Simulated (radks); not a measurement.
The numbers below are computed, except where a source is named.
Valence configurations of Sm+ (all share [Xe]). Level of theory: Dirac Kohn-Sham, BLYP, spin-unpolarised, spherical densities, point nucleus; open shells fill j = l - 1/2 first (a radial shooting solver on a logarithmic mesh with Libxc functionals). Energies are relative to 4f6 6s1; eigenvalues in eV.

4f6 6s1: E (eV) 0.000; e(4f5/2) -8.474; e(6s1/2) -8.442
4f6 5d0.5 6s0.5: E (eV) 0.652; e(4f5/2) -7.571; e(5d3/2) -6.650; e(6s1/2) -8.063
4f5.5 5d0.5 6s1: E (eV) 1.103; e(4f5/2) -11.118; e(5d3/2) -7.880; e(6s1/2) -8.730
4f6 5d1: E (eV) 1.408; e(4f5/2) -6.760; e(5d3/2) -6.107
4f7: E (eV) 2.707; e(4f5/2) -3.408; e(4f7/2) -2.930
4f5 5d1 6s1: E (eV) 3.284; e(4f5/2) -14.048; e(5d3/2) -8.520; e(6s1/2) -8.995
4f5 6s1 6p1: E (eV) 6.552; e(4f5/2) -17.409; e(6p1/2) -6.925; e(6s1/2) -10.394
4f4 5d1 6s1 6p1: E (eV) 15.708; e(4f5/2) -24.121; e(5d3/2) -12.250; e(6p1/2) -7.206; e(6s1/2) -10.871
4f4 6s1 6p2: E (eV) 21.491; e(4f5/2) -27.821; e(6p1/2) -8.210; e(6s1/2) -12.228
4f3 5d1 6s1 6p2: E (eV) 37.535; e(4f5/2) -35.379; e(5d3/2) -16.267; e(6p1/2) -8.456; e(6s1/2) -12.655

NIST lists [Xe] 4f6 6s1 as the ground configuration; this level of theory agrees among the configurations tried. The energies are those of spherical spin-averaged densities, not of single terms.
